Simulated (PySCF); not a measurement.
**Polarisability and C₆ of Nd⁵⁹⁺ (neodymium, charge +59)**

1s1, 2S determinant. All numbers are calculated (PySCF 2.14, no relativity, point nucleus, in an uncontracted even-tempered set (15 s from 140 bohr⁻², ratio 2.2; 7 p from 210 bohr⁻², ratio 2.4; 4 d from 640 bohr⁻², ratio 2.4; 3 f from 960 bohr⁻², ratio 2.4; 3 g from 1400 bohr⁻², ratio 2.4)). Coupled (time-dependent) response in atomic units; α is the mean over directions.

```json
{"method": "UHF", "mean α (bohr³)": "3.472e-07", "C₆ (like pair)": "1.393e-10", "S(−4)": "1.581e-13"}
```

S(−4) is the Cauchy moment in α(ω) = α(0) + S(−4) ω² + …

α(iu) at UHF:

| u (hartree) | α(iu) (bohr³) |
| --- | --- |
| 0 | 3.472e-07 |
| 200 | 3.410e-07 |
| 400 | 3.238e-07 |
| 800 | 2.703e-07 |
| 1200 | 2.135e-07 |
| 1600 | 1.663e-07 |
| 2000 | 1.304e-07 |
| 3000 | 7.575e-08 |
| 4000 | 4.835e-08 |
| 6000 | 2.410e-08 |
| 10000 | 9.369e-09 |

For a non-relativistic one-electron ion the exact value is 9/(2Z⁴) = 3.472e-07 bohr³; Hartree-Fock is exact here up to the basis.

For an ion, C₆ is the dispersion term alone; charge-induced terms of lower order in 1/R come first.

A non-relativistic calculation at this Z misses sizeable relativistic shifts.
